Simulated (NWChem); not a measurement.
System: C3H2F2; SMILES C=C=C(F)F

```xyz
7

C      0.0000     0.0000     2.1785
C      0.0000     0.0000     0.8712
C      0.0000     0.0000    -0.4351
F      0.0000     1.0799    -1.1858
F      0.0000    -1.0799    -1.1858
H     -0.9346     0.0000     2.7536
H      0.9346     0.0000     2.7536
```
Atoms are numbered in this order, from 1.

Program: NWChem. Pople sets run with spherical d functions. STO-3G and 3-21G are far too small for this property and stand as cheap habits. All runs use the structure optimised with PBE0/def2-SVP. B3LYP is NWChem's, with the RPA form of VWN correlation. GIAO values for the isolated, static molecule; σ is the absolute isotropic shielding, δ = σ(reference) − σ with the isolated reference molecule computed at the same levels (13C: tetramethylsilane, 19F: trichlorofluoromethane, 1H: tetramethylsilane).

```tsv
level	δ C1 (ppm)	δ C2 (ppm)	δ C3 (ppm)	δ F4 (ppm)	δ H6 (ppm)
LDA (Slater exchange, VWN5)/pcSseg-1	___	___	___	___	___
B3LYP/6-31G*	96.8	179.7	148.2	-102.5	5.92
Hartree-Fock/STO-3G	95.8	180.9	123.2	-37.5	5.74
```

Task: Complete the blanks.

Result: 
- LDA (Slater exchange, VWN5)/pcSseg-1, δ C1 (ppm): 117.1
- LDA (Slater exchange, VWN5)/pcSseg-1, δ C2 (ppm): 208.7
- LDA (Slater exchange, VWN5)/pcSseg-1, δ C3 (ppm): 172.4
- LDA (Slater exchange, VWN5)/pcSseg-1, δ F4 (ppm): -116.7
- LDA (Slater exchange, VWN5)/pcSseg-1, δ H6 (ppm): 6.61
